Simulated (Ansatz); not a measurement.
Coupled-cluster diagnostics for Sn2F4 (the lowest singlet isomer of a short search), Ansatz.

Geometry of the singlet (PBE0-D4/def2-SVP):

```xyz
6

Sn   -0.7237    0.1085   -1.5554
Sn    0.7344   -0.1174    1.5648
F    -0.9711   -0.7255    0.4095
F     0.9680    0.7400   -0.3903
F    -1.6836    1.7032   -0.9613
F     1.6759   -1.7088    0.9326
```

In the def2 sets Sn takes a core potential; there is no spin–orbit coupling. Correlated methods freeze 12 core orbitals; core or outer-core shells of Sn are correlated, in sets that lack core-valence functions. In CCSD on the charge 1 doublet the largest single amplitude is 0.38, so its Hartree–Fock determinant may place the open shell otherwise than the density functionals do. The structure comes from a short search, and lower isomers may exist.

Geometry of the charge 0 triplet (PBE0-D4/def2-SVP):

```csv
atom,x (Å),y (Å),z (Å)
Sn1,1.2242,-0.1905,-0.8732
Sn2,-1.9670,-0.0306,0.4275
F3,-1.3535,1.6186,1.2619
F4,-0.0068,-0.8855,0.6940
F5,2.9222,-0.9366,-0.1855
F6,-0.8191,0.4246,-1.3246
```

Geometry of the charge 0 quintet (PBE0-D4/def2-SVP):

Cartesian coordinates in Å:
```
Sn 1.304 0.056 1.122
Sn -1.304 -0.056 -1.122
F -0.702 0.818 0.698
F 0.701 -0.820 -0.697
F 3.081 -0.807 1.210
F -3.080 0.809 -1.212
```

(1) Estimate the CCSD(T) correlation energy, the shares of MP2 and (T), T1 and the reference's ⟨S²⟩ for: charge 0, singlet, own geometry in def2-SVP; charge 0, triplet, own geometry in def2-SVP; charge 0, quintet, own geometry in def2-SVP; charge 1, doublet, vertical in def2-SVP; and the rough time on 4 threads of AMD EPYC 9R45 on a shared host.

Answers

(1) 
| state | basis | correlation (eV) | MP2 share (%) | (T) share (%) | T1 | ⟨S²⟩ (pure) | wall time |
| --- | --- | --- | --- | --- | --- | --- | --- |
| charge 0, singlet, own geometry | def2-SVP | -26.369 | 96.3 | 1.9 | 0.014 | 0.00 (0.00) | 4.5 s |
| charge 0, triplet, own geometry | def2-SVP | -25.920 | 96.4 | 2.0 | 0.016 | 2.01 (2.00) | 20 s |
| charge 0, quintet, own geometry | def2-SVP | -25.434 | 96.6 | 2.0 | 0.017 | 6.03 (6.00) | 20 s |
| charge 1, doublet, vertical | def2-SVP | -26.341 | 95.9 | 2.4 | 0.041 | 0.77 (0.75) | 23 s |
Customary marks for T1 are 0.02 (closed shells), 0.045 (open shells) and about 0.05 (3d metals). T1 exceeds 0.02 in 1 of 4 rows and 0.045 in 0; the higher it lies, the less the single-reference result can be trusted.
